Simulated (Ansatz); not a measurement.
# A barrier at the coupled-cluster level

Start structure (Si₂H₅ClO, closed shell), relaxed at PBE0-D4/def2-TZVP:

```tsv
atom	x (Å)	y (Å)	z (Å)
Si1	-0.1603	-1.9552	0.7974
Cl2	1.3692	-0.8775	1.8548
H3	0.2112	-0.9952	-1.4970
O4	-0.1730	-0.6093	-0.7041
Si5	-0.0011	1.0785	-0.4844
H6	-1.3023	-1.1500	1.4024
H7	1.4268	1.4391	-0.3812
H8	-0.7862	1.3884	0.7205
H9	-0.5843	1.6813	-1.7083
```

The step: SiH₄O ([OH][SiH3]) + SiHCl ([SiH][Cl]) → Si₂H₅ClO ([SiH3][O][SiH2][Cl]); bonds formed: Si1–H3; dative contacts that become bonds: Si1–O4; bonds broken: H3–O4. Ansatz 0.2.0; basis: def2-TZVPP and def2-QZVPP; cores frozen in the correlated methods. Extrapolation: Hartree–Fock as exp(−7.88 √X), correlation as X^−2.97. Energies below are by CCSD(T) at an estimated basis limit (MP2 extrapolated from triple and quadruple zeta, plus CCSD(T) − MP2 in triple zeta).

**Question.** What are the electronic barrier and the energy of the step, from the start structure to the end structure? (Judge from chemistry; the value comes from the calculation.)

**Answer.** The calculation gives: Barrier 24.03 kcal/mol; step energy -61.05 kcal/mol (downhill); reverse barrier, their difference, 85.08 kcal/mol. Barrier and step energy count from the start structure, the reverse barrier from the end structure.

The saddle point: One imaginary mode of 1535i cm⁻¹.
| pair | start (Å) | saddle (Å) | end (Å) |
| --- | --- | --- | --- |
| Si1–H3 | 2.51 | 1.65 | 1.48 |
| Si1–O4 | 2.02 | 1.85 | 1.62 |
| H3–O4 | 0.96 | 1.23 | 2.54 |

Zero-point energy (harmonic, PBE0-D4): ZPE is 31.46 kcal/mol at the start and 28.12 kcal/mol at the saddle, so the barrier goes from 24.03 to 20.69 kcal/mol.

The T1 diagnostic stays at or below 0.014. The restricted Hartree–Fock reference is unstable towards an unrestricted one at one or more of these structures.

Losses and insertions of silylenes and their heavier kin drive the gas-phase chemistry of silicon and germanium vapour deposition.

Labels in which every atom is bracketed show which atoms are joined, not bond orders.

For scale, one of the runs: CCSD(T)/def2-TZVPP, 227 basis functions, launched by `ansatz run in.yaml --threads 4 --pin off --events-out ev --progress --plain --max-ram 9574MiB`. Hardware: 4 CPU threads of an AMD EPYC 9R45, shared host. Wall time 21 s; peak host memory 3.5 GiB.
